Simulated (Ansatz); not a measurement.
Consider the ligand exchange at the Si–C bond: `C[Si]N([SiH3])[SiH3]` + HBr → `[SiH3]N([SiH3])[Si]Br` + CH₄.

Isolated molecules relaxed with PBE0-D4/def2-TZVP in Ansatz; ΔE leaves out vibrations. CCSD(T)/CBS is the MP2 limit (def2-TZVPP, def2-QZVPP) plus CCSD(T) − MP2 in def2-TZVPP, frozen cores. This one scheme is used for every species. DFT in def2-TZVPP. HSE06 is defined as in plane-wave codes. For Br outer-core shells are correlated without core-valence functions, which leaves a few kJ/mol of doubt a bond. Scalar relativity is left out up to krypton. Each species was taken in one conformer, which may not be the lowest.

Question: Is it downhill or uphill in electronic energy at CCSD(T)/CBS, and by how much? (An estimate is asked.)

Answer: The calculation gave: Downhill: ΔE = -156.3 kJ/mol.

Question: What do these levels give: PBE-D4, r2SCAN-D4, r2SCANh-D4, HSE06-D4, PBE-QIDH, r2SCANh, r2SCAN0, HSE06, RPA@PBE/def2-TZVPP, CCSD/def2-SVP, HF/def2-TZVPP, HF/def2-QZVPP? (Best estimate.)

Answer: Ansatz gave: PBE-D4 -157.8, r2SCAN-D4 -160.0, r2SCANh-D4 -159.8, HSE06-D4 -157.8, PBE-QIDH -157.8, r2SCANh -160.3, r2SCAN0 -160.0, HSE06 -157.8, RPA@PBE/def2-TZVPP -145.9, CCSD/def2-SVP -148.6, HF/def2-TZVPP -158.8, HF/def2-QZVPP -157.7 kJ/mol.

Largest T1 diagnostic among the species: 0.013.

At CCSD(T), def2-SVP lies +7.1 kJ/mol from the extrapolated value and def2-TZVPP +5.9 kJ/mol. Leaving LDA and LC-ωPBE aside and taking each functional with its dispersion term where it has one, the values, not all of them listed here, spread over 8.6 kJ/mol, from BHLYP-D4 to ωB97X-V. LDA lies +6.5 kJ/mol from PBE without D4.
